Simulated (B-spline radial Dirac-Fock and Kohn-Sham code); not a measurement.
Z = 32 (germanium), transition energy 339 keV. Calculated with an atomic code on a B-spline grid, using a Dirac-Hartree-Slater potential of the neutral atom with a Latter tail (no hole, which puts coefficients of high multipoles low close above an edge), finite nucleus with surface currents. Subshells that would emit electrons below 1 keV are left out.

Q: A pure transition shows α(K) = 0.0126, L1/L2 = 24.6 and L1/L3 = 53.2. What is its multipolarity?
A. M1
B. M4
C. E4
D. M2
E. E3
F. M3
G. E1
H. E2

A: D. For comparison, α(K), L1/L2, L1/L3 are E1 0.00174, 59.4, 34.6; E2 0.00752, 19.6, 17.9; E3 0.0282, 7.43, 8.79; E4 0.101, 3.55, 4.76; M1 0.00311, 45.6, 97.9; M3 0.0479, 15.3, 19.7; M4 0.180, 10.6, 9.26.
